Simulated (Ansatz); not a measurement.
Dissociation curve of SMILES [GeH3][SiH3]. The Si1–Ge5 bond (Si1 also carries H, H, H; Ge5 carries H, H, H) is pulled apart rigidly from the PBE0/def2-TZVP optimised geometry.

Calculation: Ansatz (a program for electronic structure) with unrestricted PBE/cc-pVDZ.

The batch members p0 to p7 hold the bond at 1.89, 2.00, 2.16, 2.26, 2.32, 2.38, 2.45, 2.55 Å.

Ansatz input:

Ansatz 0.2 input:
```yaml
# input.yaml
basis:
  gaussian: { orbitals: cc-pvdz }
hamiltonian:
  xc: pbe
batch:
  members: [p0.yaml, p1.yaml, p2.yaml, p3.yaml, p4.yaml, p5.yaml, p6.yaml, p7.yaml]

# p4.yaml, one of the 8 members of this batch
crystal:
  periodic: [false, false, false]
  atoms:
    - { symbol: Si, position_ang: [0.0, 0.0, 0.0] }
    - { symbol: H, position_ang: [-1.20890496, -0.69796713, -0.51211606] }
    - { symbol: H, position_ang: [1.20886157, -0.69799951, -0.51217343] }
    - { symbol: H, position_ang: [0.0, 1.39587879, -0.51223704] }
    - { symbol: Ge, position_ang: [0.0, 0.0, 2.32] }
    - { symbol: H, position_ang: [-0.00016007, -1.43941517, 2.86198858] }
    - { symbol: H, position_ang: [1.24658455, 0.71955769, 2.86214429] }
    - { symbol: H, position_ang: [-1.24649578, 0.71979241, 2.86204666] }
total_charge: 0
magnetization:
  spin_polarized: true
```

Lines of the output on each member:

```
Member 0: Total energy: -64476.66414729 eV, -2369.4737035603 hartree
Member 1: Total energy: -64477.83913533 eV, -2369.5168835742 hartree
Member 2: Total energy: -64478.75649465 eV, -2369.5505959074 hartree
Member 3: Total energy: -64479.01677304 eV, -2369.5601609621 hartree
Member 4: Total energy: -64479.09379622 eV, -2369.5629915116 hartree
Member 5: Total energy: -64479.12513526 eV, -2369.5641431999 hartree
Member 6: Total energy: -64479.11562922 eV, -2369.5637938597 hartree
Member 7: Total energy: -64479.03691459 eV, -2369.5609011504 hartree
```

The unrestricted determinant behind UKS-PBE is spin-contaminated at 4.25 to 8.28 Å (<S²> up to 1.0, against 0.00 for a pure singlet).
